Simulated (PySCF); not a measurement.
## How methods differ on the ionisation energy of Sc²⁺

Sc²⁺ [Ar] 3d1 (2D) → Sc³⁺ [Ar] (1S), as a difference of total energies. All numbers are calculated (PySCF 2.14, the spin-free X2C one-electron Hamiltonian (Gaussian nucleus), in x2c-SVPall (5s3p3d1f, 36 functions)). The calculations carry no spin-orbit coupling.

| method | ionisation energy (eV) | difference from reference (eV) |
| --- | --- | --- |
| UHF | 24.269 | -0.488 |
| M06-L | 25.215 | +0.458 |
| LDA | 25.890 | +1.133 |

Reference: 24.757 eV (measured; NIST Atomic Spectra Database, ionization energies).

The reference lies between the lowest fine-structure levels, while these numbers refer to the centres of the terms.
